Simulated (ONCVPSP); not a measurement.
## lead (Pb), ONCV: configuration errors across variants

```
Element                 : lead
Generator               : ONCVPSP 4.0.1
Type                    : optimised norm-conserving Vanderbilt (ONCV)
Functional              : LDA (Perdew-Wang 92)
Relativity              : scalar-relativistic
Frozen core             : [Xe] 4f14
Valence charge          : 14
Reference configuration : 5d10 6s2 6p1.75 (charge +0.25)
Partial waves           : 6s: rc 2.00 bohr, ncon 4, nbas 9, qcut 2.5 1/bohr, 2 projectors, debl 2 Ha; 6p: rc 2.25 bohr, ncon 4, nbas 7, qcut 3.8 1/bohr, 2 projectors, debl 1.2 Ha; 5d: rc 1.15 bohr, ncon 5, nbas 8, qcut 8 1/bohr, 3 projectors, debl 4 Ha
Local potential         : polynomial inside 0.90 bohr (lpopt 2, dvloc0 2 Ha)
Core correction         : Teter function, fcfact 4.75, rcfact 1.55
```

All-electron excitation energies from the reference (eV): (1) 5d10 6s2 6p2 -1.111; (2) 5d10 6s2 6p1 5.716; (3) 5d10 6s2 6p0 19.472; (4) 5d9 6s2 6p2 26.194.

2 further variants failed, have other tests or another functional or relativity, and are left out.

A true bound ghost makes a file unfit for plane-wave use even where its test errors are small: the radial tests pick states by their node count and pass the ghost by.

Errors AE − PS in meV (a dash: test not solved or not reliable):

```tsv
change	(1)	(2)	(3)	(4)	bound ghosts	GHOST(+) flags above zero
base	+0.4	-3.6	-18	-117	s, p, d	d
core correction Teter function fitted to the true core (icmod 2), fcfact 0.45	+0.4	-3.2	-14	-107	s, p, d	d
p: qcut 4.8	+0.4	-3.6	-19	-134	s, p, d	p, d
local potential polynomial inside 0.95 bohr (lpopt 5, dvloc0 0 Ha)	+0.4	-3.6	-18	-116	s, p, d	s, d
```

Task: Give the same row for: d: rc 0.82; local potential polynomial inside 0.82 bohr (lpopt 2, dvloc0 2 Ha).

Result: +0.4, -3.6, -18, -113; bound ghosts: s, p, d; GHOST(+) flags above zero: s, d.
